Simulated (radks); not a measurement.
All-electron atom: the lead ion Pb21+ in [Kr] 4d10 4f13 5s2. Calculated with a radial shooting solver on a logarithmic mesh with Libxc functionals: Dirac Kohn-Sham, exchange-only PBE, spin-unpolarised, spherical densities, finite nucleus; open shells fill j = l - 1/2 first; Fermi nuclear charge, rms radius 5.5012 fm. Some entries of the table are withheld. Estimate them.

orbital,occ.,eigenvalue (eV),<1/r> (bohr^-1)
1s1/2,2,-88454.01,101.2
2s1/2,2,-16241.29,25.05
2p1/2,2,-15626.52,25.01
2p3/2,4,-13435.99,19.97
3s1/2,2,-4289.148,9.194
3p1/2,2,(1),9.110
3p3/2,4,(2),7.790
3d3/2,4,-3059.853,7.691
3d5/2,6,-2955.464,7.397
4s1/2,2,-1356.204,3.936
4p1/2,2,-1234.728,(3)
4p3/2,4,-1112.250,(4)
4d3/2,4,(5),3.199
4d5/2,6,(6),3.098
4f5/2,6,-631.7587,2.812
4f7/2,7,-626.1859,2.776
5s1/2,2,-591.7094,1.843

Answer. 
(1) 3p1/2 eigenvalue (eV): -4010.197
(2) 3p3/2 eigenvalue (eV): -3520.503
(3) 4p1/2 <1/r> (bohr^-1): 3.831
(4) 4p3/2 <1/r> (bohr^-1): 3.381
(5) 4d3/2 eigenvalue (eV): -913.3773
(6) 4d5/2 eigenvalue (eV): -890.0688
